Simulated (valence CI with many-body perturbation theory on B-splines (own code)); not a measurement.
# Ca XV: calculated level list

Method: valence CI with perturbative core correlation (CI+MBPT): four valence electrons over a frozen Dirac-Fock core [He], a basis of 11 s, 11 p, 10 d, 8 f, 5 g, 2 h functions for each j, with the one-electron correlation potential Σ1 (screened to all orders), the two-electron term Σ2, the three-electron term Σ3, Breit, model QED; selected single and double excitations, second order for the rest, scaled by the run's own slope (own B-spline code, finite nucleus).

No measured spectrum was set against this ion. As an estimate, levels of excited configurations hold to 0.05 to 0.15 % of their energy, terms of the ground configuration to about 0.5 %. Among the levels kept, up to 880 cm⁻¹ of a level comes from second order outside the variational space, and about a tenth of that is noise between levels of different J, which matters for small intervals.

Levels 91 to 135 of 189, with energies above the lowest level, 2s2 2p2 3P_0. "Leading %" is the weight of the configuration and term that name the level; weights of strongly mixed levels are sums over their largest components and can fall short, so below about 35 % the name and the second component can differ from the true leading terms, or belong to a minority configuration. In the jj column 3d3/2^4 stands for four electrons in 3d with j = 3/2.

```
No.  Configuration  Term  J  E (× 10³ cm⁻¹)  Leading %      g                   Leading jj
 91      2s 2p2 3p   3F°  2          4707.3         63  0.791  2s 2p1/2 2p3/2 3p1/2 (74 %)
 92      2s 2p2 3d    3P  0          4708.6         56             2s 2p3/2^2 3d5/2 (42 %)
 93      2s 2p2 3d    3F  3          4712.1         97  1.090  2s 2p1/2 2p3/2 3d5/2 (41 %)
 94      2s 2p2 3p   3F°  3          4715.3         96  1.085  2s 2p1/2 2p3/2 3p3/2 (33 %)
 95      2s 2p2 3p   1D°  2          4719.9         58  0.894  2s 2p1/2 2p3/2 3p3/2 (41 %)
 96      2s 2p2 3p   3F°  4          4721.0         98  1.251  2s 2p1/2 2p3/2 3p3/2 (57 %)
 97      2s 2p2 3d    3F  4          4727.2         96  1.252      2s 2p3/2^2 3d5/2 (40 %)
 98      2s 2p2 3s    3P  1          4730.5         66  1.609         2s 2p3/2^2 3s (52 %)
 99      2s 2p2 3p   3D°  1          4733.3         85  0.581  2s 2p1/2 2p3/2 3p1/2 (57 %)
100      2s 2p2 3p   1F°  3          4733.7         89  1.030  2s 2p1/2 2p3/2 3p3/2 (60 %)
101      2s 2p2 3p   3D°  2          4737.3         95  1.174  2s 2p1/2 2p3/2 3p3/2 (40 %)
102      2s 2p2 3s    3P  2          4740.9         94  1.493         2s 2p3/2^2 3s (64 %)
103      2s 2p2 3p   3D°  3          4741.1         90  1.307  2s 2p1/2 2p3/2 3p3/2 (46 %)
104      2s 2p2 3p   1P°  1          4744.6         82  0.940  2s 2p1/2 2p3/2 3p3/2 (57 %)
105      2s 2p2 3s    1S  0          4752.0         74                2s 2p3/2^2 3s (80 %)
106      2s 2p2 3s    1P  1          4754.8         84  1.041         2s 2p3/2^2 3s (57 %)
107      2s 2p2 3d    3D  1          4757.1         93  0.531  2s 2p1/2 2p3/2 3d5/2 (63 %)
108      2s 2p2 3d    3D  2          4760.2         93  1.166  2s 2p1/2 2p3/2 3d5/2 (38 %)
109      2s 2p2 3p   3P°  0          4761.4         96         2s 2p1/2 2p3/2 3p3/2 (76 %)
110      2s 2p2 3p   3P°  1          4762.1         96  1.486  2s 2p1/2 2p3/2 3p3/2 (66 %)
111      2s 2p2 3d    3D  3          4763.9         96  1.325  2s 2p1/2 2p3/2 3d3/2 (35 %)
112      2s 2p2 3p   3P°  2          4763.9         94  1.483      2s 2p3/2^2 3p3/2 (40 %)
113      2s 2p2 3p   3P°  0          4818.0         59         2s 2p1/2 2p3/2 3p1/2 (43 %)
114      2s 2p2 3p   3D°  1          4833.8         44  0.965      2s 2p1/2^2 3p1/2 (38 %)
115      2s 2p2 3p   3P°  1          4842.5         61  1.289      2s 2p1/2^2 3p3/2 (35 %)
116      2s 2p2 3p   3P°  2          4843.1         48  1.330      2s 2p1/2^2 3p3/2 (43 %)
117      2s 2p2 3p   1S°  0          4852.2         55             2s 2p3/2^2 3p3/2 (38 %)
118      2s 2p2 3d    3G  3          4855.3         95  0.759  2s 2p1/2 2p3/2 3d3/2 (69 %)
119      2s 2p2 3d    3G  4          4857.2         96  1.057  2s 2p1/2 2p3/2 3d5/2 (42 %)
120      2s 2p2 3d    3G  5          4859.5         99  1.201  2s 2p1/2 2p3/2 3d5/2 (58 %)
121      2s 2p2 3d    3F  2          4865.6         97  0.674  2s 2p1/2 2p3/2 3d3/2 (55 %)
122      2s 2p2 3d    3F  3          4867.1         94  1.085  2s 2p1/2 2p3/2 3d5/2 (44 %)
123      2s 2p2 3d    3F  4          4867.6         94  1.240  2s 2p1/2 2p3/2 3d5/2 (61 %)
124      2s 2p2 3p   1P°  1          4871.6         52  0.838      2s 2p3/2^2 3p1/2 (48 %)
125      2s 2p2 3p   3P°  2          4871.7         56  1.360      2s 2p3/2^2 3p3/2 (63 %)
126      2s 2p2 3p   3D°  3          4874.7         93  1.330      2s 2p3/2^2 3p3/2 (58 %)
127      2s 2p2 3d    3D  1          4874.9         97  0.503  2s 2p1/2 2p3/2 3d3/2 (47 %)
128      2s 2p2 3d    3D  2          4876.3         97  1.164  2s 2p1/2 2p3/2 3d5/2 (35 %)
129      2s 2p2 3d    3D  3          4877.5         76  1.259  2s 2p1/2 2p3/2 3d5/2 (35 %)
130      2s 2p2 3d    1F  3          4881.8         70  1.070      2s 2p3/2^2 3d5/2 (42 %)
131      2s 2p2 3p   3P°  2          4886.5         81  1.451      2s 2p3/2^2 3p3/2 (33 %)
132      2s 2p2 3p   3P°  0          4887.4         95             2s 2p3/2^2 3p1/2 (47 %)
133      2s 2p2 3p   3P°  1          4888.1         81  1.463      2s 2p3/2^2 3p1/2 (37 %)
134      2s 2p2 3p   3S°  1          4891.3         70  1.916      2s 2p3/2^2 3p3/2 (26 %)
135      2s 2p2 3d    1G  4          4897.1         96  1.007  2s 2p1/2 2p3/2 3d5/2 (37 %)
```

Names give the largest LS component (configuration and term), which can be under half, so a name can repeat, a term be missing and a line seem to break the LS rules; names also repeat where a configuration has a term twice.

Where two levels of one J and parity lie close, their mixing, g and order are uncertain.
